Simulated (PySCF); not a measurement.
Lowest empty level (eV) of eight silicon and germanium compounds: PBE beside HF, computed with PySCF for isolated molecules in the bases named; differences from unrounded values. The eight are the first of their class met in an unordered collection, after screening for sound electronic states; none was chosen by its value. Each molecule has one DFT geometry for both levels.

```json
[
 {"molecule": "C4H10OSi, SMILES CCC(=O)[SiH2]C", "basis": "def2-TZVP", "HF": "3.20", "PBE": "-2.11", "difference": "-5.31"},
 {"molecule": "BGe2H7, SMILES [GeH3][BH][GeH3]", "basis": "def2-TZVP", "HF": "0.72", "PBE": "-3.71", "difference": "-4.43"},
 {"molecule": "GeF2ClBr, SMILES [F][Ge]([F])([Cl])[Br]", "basis": "def2-TZVP", "HF": "1.83", "PBE": "-3.20", "difference": "-5.03"},
 {"molecule": "Si(F)(Me)2(SH) (C2H7FSSi), SMILES C[Si](F)(S)C", "basis": "def2-TZVP", "HF": "3.07", "PBE": "-0.67", "difference": "-3.74"},
 {"molecule": "C₂H₈O₂Si, SMILES C[Si@H](O)CO", "basis": "def2-TZVP", "HF": "3.20", "PBE": "-0.53", "difference": "-3.73"},
 {"molecule": "CH₃F₃OSi, SMILES O[Si](CF)(F)F", "basis": "def2-TZVP", "HF": "3.42", "PBE": "-0.95", "difference": "-4.36"},
 {"molecule": "C2H6F2Si, SMILES CC[SiH](F)F", "basis": "def2-TZVP", "HF": "3.62", "PBE": "-0.05", "difference": "-3.67"},
 {"molecule": "CH4ClFOSi2, SMILES O=C([SiH2]F)[SiH2]Cl", "basis": "def2-TZVP", "HF": "1.55", "PBE": "-3.57", "difference": "-5.13"}
]
```

PBE lies below HF in 8 and above it in 0 of the eight; the mean signed difference is -4.42 and the largest -5.31 eV.
